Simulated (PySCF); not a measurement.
## InS⁻ from Hartree–Fock to correlated methods

State: ¹Σ⁺ (singlet), closed shell. Set-up: PySCF, scalar-relativistic core potentials, basis sets In def2-SVPD with ECP28, S def2-SVPD. De refers to In + S⁻ in their high-spin ground configurations, without counterpoise correction. A positive dipole points towards S; it is taken about the centre of mass and depends on that origin.

```csv
Level,Re (Å),ωe (cm⁻¹),De (eV),μ (D),"CPU s a point (SCF and correlation, without the integrals)"
RHF,2.345,400,n/a,-5.68,0.13
RHF-MP2,2.367,378,n/a,n/a,0.19
RHF-SCS-MP2,2.371,376,n/a,n/a,n/a
RHF-CCSD,2.367,380,n/a,n/a,n/a
RHF-CCSD(T),2.380,368,n/a,n/a,2.3
PBE,2.379,360,3.84,-5.20,0.7
revPBE,2.390,355,3.61,-5.31,0.57
TPSS,2.372,366,3.78,-5.23,0.95
r²SCAN,2.354,379,3.81,-5.10,1.4
PBE0,2.349,383,3.70,-5.29,1.4
BHandHLYP,2.346,390,3.35,-5.60,0.64
CAM-B3LYP,2.341,390,3.48,-5.53,1.2
```

The bond length runs from 2.341 Å (CAM-B3LYP) to 2.390 Å (revPBE). De spans 3.35 eV (BHandHLYP, global hybrid GGA) to 3.84 eV (PBE, GGA).

Correlated steps freeze 9 core orbitals. Spin–orbit coupling is left out, which matters for elements this heavy, above all for dissociation energies. For an ion De counts to the pair picked by the measured ionisation energies or electron affinities, which need not be the lowest pair at this level. The CCSD T1 diagnostic is raised, a sign that a single reference may not be enough here.

The whole job (state search and all levels along the bond) took about 2.1 min on 1 thread of Oxide Virtual Turin-like (shared host), peak memory 0.77 GiB.
